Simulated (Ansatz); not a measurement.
Total energies of Cs₂Br₂ from Ansatz at PBE-D4/def2-TZVP, gas phase (1 Eh = 27.2114 eV = 2625.5 kJ/mol). The reference geometry is relaxed at PBE-D4/def2-SVP.

```xyz
4

Cs    0.142    2.385    0.193
Cs   -0.174   -2.381   -0.223
Br   -1.583   -0.046    1.739
Br    1.615    0.041   -1.709
```

| state | geometry | energy (Eh) |
| --- | --- | --- |
| charge 0 singlet | reference | -5188.08981 |
| charge 1 doublet | reference | -5187.81117 |
| charge 0 triplet | relaxed at PBE-D4/def2-SVP | -5187.95953 |
| charge 0 quintet | relaxed at PBE-D4/def2-SVP | -5187.75081 |
| free Cs atom (doublet) | – | -20.14714 |
| free Br atom (doublet) | – | -2573.72072 |

In the def2 sets Cs takes a core potential; there is no spin–orbit coupling.

Question: Work out the vertical ionisation energy to the doublet.

Answer: E(charge 1 doublet) − E(charge 0 singlet) = -5187.81117 − (-5188.08981) = 0.27864 Eh = 7.58 eV. For comparison, −ε of the highest occupied level is 5.06 eV at this level, 2.52 eV less.

Question: Which of the charge 0 states is lowest, and how far above it are the others?

Answer: The singlet. triplet: -5187.95953 − (-5188.08981) = 0.13028 Eh = 342.1 kJ/mol; quintet: -5187.75081 − (-5188.08981) = 0.33900 Eh = 890.0 kJ/mol. The triplet differs in its bonds from the reference. The quintet differs in its bonds from the reference.

Question: What is the binding energy per atom against free atoms?

Answer: Atoms: 2 × (-20.14714) + 2 × (-2573.72072) = -5187.73572 Eh. Binding: -5187.73572 − (-5188.08981) = 0.35409 Eh = 9.64 eV, or 2.41 eV for each of 4 atoms (no zero-point energy, no counterpoise term).

At PBE-D4/def2-TZVP the gap within one spin of the charge 1 doublet nearly closes, so an electron or hole may be smeared out by delocalisation error. 

The structure comes from a short search, and lower isomers may exist.
